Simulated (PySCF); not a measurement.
## Spectroscopy problems

Level of theory: shieldings: GIAO PBE0/pcSseg-1, geometry: PBE0-D3(BJ)/def2-SVP, B3LYP/pcJ-1 coupling constants, in PySCF (gas phase, non-relativistic Hamiltonian, single conformer, one averaged value for each set of equivalent atoms).

References, each an isolated molecule treated in the same way: ¹H, ¹³C against TMS. Multiplet labels drop J under 1 Hz and among equivalent protons, and merge close values. Unscaled 3J(H,H) run several per cent high. Couplings to H on boron are left out. Carbons bonded to boron are broad in practice. Shifts are as computed. Against solution values, carbons near 30 ppm lie about +2 ppm off and those near 130 ppm about +5 ppm. Of 1211 compounds with measured shifts, 218 miss one by over three times the rms of a fit or turn the order of signals round; such compounds aren't used in these exercises. For the larger molecules the spin–dipole term is left out of H,H and C,H couplings. OH and NH positions are gas-phase values without hydrogen bonding to other molecules.

Q: C$_{2}$H$_{5}$NO. ¹H NMR (600 MHz, computed): δ 7.26 (q, J = 6.9 Hz, 1H), 5.92 (br s, 1H), 1.88 (d, J = 6.9 Hz, 3H). ¹³C{¹H} NMR (computed): δ 148.0 (CH), 18.0 (CH3). Identify the compound.

A: SMILES C(/C)=N\O. The formula gives 1 degree of unsaturation (no ring in the answer). 2 carbon signals for 2 carbons: no two carbons are equivalent. Carbon types of the structure: 1 × CH, 1 × CH3, leaving 1 H on heteroatoms. δC 148.0: C=N carbon. δC 18.0: methyl carbon; a saturated carbon with 1 carbon neighbour and no heteroatom attached. δH 5.92: hydrogen on a N–OH oxygen; labile proton, position sensitive to the medium. δH 1.88: hydrogen on a methyl carbon. The protons at 1.88 and 7.26 share a coupling of 6.9 Hz (vicinal).

Q: C$_{5}$H$_{7}$BO$_{2}$. ¹H NMR (500 MHz, computed): δ 7.48 (d, J = 4.3 Hz, 1H), 7.01 (dd, J = 18.3, 1.9 Hz, 1H), 6.28 (dd, J = 11.3, 1.9 Hz, 1H), 6.06 (dd, J = 18.3, 11.3 Hz, 1H), 4.84 (d, J = 4.3 Hz, 1H), 4.29 (br, 2H). ¹³C{¹H} NMR (computed): δ 185.6 (CH), 182.5 (C), 143.5 (CH2), 139.0 (CH), 101.0 (CH). Give a structure.

A: `InChI=1S/C5H7BO2/c1-2-5-3-4-7-6-8-5/h2-4H,1,6H2`. 5 carbon signals for 5 carbons: no two carbons are equivalent. Carbon types of the structure: 1 × C, 3 × CH, 1 × CH2, leaving 2 H on heteroatoms. δC 185.6: alkene carbon bearing oxygen; an sp2 carbon further deshielded by the attached heteroatom. δC 143.5: β carbon of a C=C–C=O unit; conjugation with the carbonyl draws π density from the β position. δC 139.0: α carbon of a C=C–C=O unit; an sp2 carbon of a C=C bond. δC 101.0: β carbon of an enol-ether or enamine type C=C; the O or N lone pair pushes π density onto this β carbon and shields it. The protons at 7.01 and 6.06 share a coupling of 18.3 Hz (vicinal, trans across C=C). The protons at 6.28 and 6.06 share a coupling of 11.3 Hz (vicinal, cis across C=C). The protons at 7.48 and 4.84 share a coupling of 4.3 Hz (vicinal, cis across C=C).

The data come from this structure; uniqueness wasn't tested.
